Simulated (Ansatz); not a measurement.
A nudged elastic band was laid between two geometries of C$_{2}$H$_{5}$BOSi (10 atoms, charge 0, multiplicity 1).

These are results of RKS B3LYP-D4/def2-SVP in Ansatz, not measurements.

```
movable images  : 7
climbing image  : yes
spring          : 5.0 eV/Å²
optimiser       : quadratic models (default)
start path      : through a guess of the saddle point
force threshold : 0.05 eV/Å
iteration limit : 60
end points      : relaxed
```

Initial state:

```xyz
10
Properties=species:S:1:pos:R:3
B -1.069 -0.363 -1.669
C -0.217 -0.036 -0.418
C -0.147 -0.682 0.786
Si 1.095 0.628 1.239
O 0.662 1.063 -0.377
H -1.007 0.315 -2.661
H -1.798 -1.321 -1.618
H -0.694 -1.570 1.094
H 2.527 0.254 1.384
H 0.730 1.660 2.244
```

Final state:

```xyz
10
Properties=species:S:1:pos:R:3
B -0.750 -0.368 -1.554
C -0.126 -0.094 -0.202
C -0.293 -0.596 1.052
Si 1.240 0.176 1.867
O 0.927 0.905 -0.043
H -0.323 0.165 -2.551
H -1.667 -1.145 -1.621
H -1.059 -1.337 1.286
H 1.586 0.874 -0.755
H 0.550 1.368 2.522
```

Task: What changes between the two ends?

Result: Bonds broken: Si4–H9. Bonds formed: O5–H9.

Task: Give the energies along the band, and the barrier.

Result: The forces met the threshold. The highest image is number 5 of 0 to 8, 58.2 kcal/mol above the first end and 28.2 kcal/mol above the last; the last end lies 30.0 kcal/mol above the first. A vibrational analysis at the climbing image gives one clearly imaginary mode, 1467i cm⁻¹: a first-order saddle point. The orbitals stay closed-shell, which can raise the energy where a bond breaks towards radicals; this wasn't checked here.

```json
{"image": "0", "path coordinate (Å)": "0.00", "energy (kcal/mol)": "0.0", "Si4–H9 (Å)": "1.49", "O5–H9 (Å)": "2.69"}
{"image": "1", "path coordinate (Å)": "0.48", "energy (kcal/mol)": "0.3", "Si4–H9 (Å)": "1.49", "O5–H9 (Å)": "2.67"}
{"image": "2", "path coordinate (Å)": "0.96", "energy (kcal/mol)": "1.4", "Si4–H9 (Å)": "1.48", "O5–H9 (Å)": "2.60"}
{"image": "3", "path coordinate (Å)": "1.44", "energy (kcal/mol)": "8.7", "Si4–H9 (Å)": "1.48", "O5–H9 (Å)": "2.30"}
{"image": "4", "path coordinate (Å)": "1.93", "energy (kcal/mol)": "33.7", "Si4–H9 (Å)": "1.50", "O5–H9 (Å)": "1.82"}
{"image": "5", "path coordinate (Å)": "2.41", "energy (kcal/mol)": "58.2", "Si4–H9 (Å)": "1.65", "O5–H9 (Å)": "1.30"}
{"image": "6", "path coordinate (Å)": "2.81", "energy (kcal/mol)": "42.5", "Si4–H9 (Å)": "2.01", "O5–H9 (Å)": "1.01"}
{"image": "7", "path coordinate (Å)": "3.21", "energy (kcal/mol)": "32.9", "Si4–H9 (Å)": "2.41", "O5–H9 (Å)": "0.97"}
{"image": "8", "path coordinate (Å)": "3.62", "energy (kcal/mol)": "30.0", "Si4–H9 (Å)": "2.74", "O5–H9 (Å)": "0.97"}
```

Task: What is the geometry of the highest image?

Result: 
```xyz
10
Properties=species:S:1:pos:R:3:forces:R:3
B -0.860 -0.395 -1.627 0.02 0.02 -0.01
C -0.231 -0.002 -0.286 -0.03 0.02 0.00
C -0.270 -0.592 0.957 0.02 0.00 -0.01
Si 1.173 0.392 1.552 -0.01 -0.02 0.05
O 0.652 1.093 -0.205 0.03 0.00 -0.03
H -0.439 0.068 -2.656 -0.01 -0.01 0.00
H -1.783 -1.170 -1.631 -0.01 -0.01 0.01
H -0.848 -1.482 1.207 0.00 -0.01 0.00
H 1.848 0.651 0.069 -0.02 0.01 -0.02
H 0.841 1.385 2.621 0.00 0.00 0.00
```

Task: What are the harmonic wavenumbers there?

Result: 1467i, 151, 266, 322, 419, 539, 559, 619, 667, 760, 828, 837, 917, 990, 1077, 1104, 1178, 1256, 1522, 1748, 2187, 2582, 2676, 3238 cm⁻¹.

Run time: 4 min on 2 threads of Arm Neoverse V2, on a shared host, peak memory 0.22 GiB.
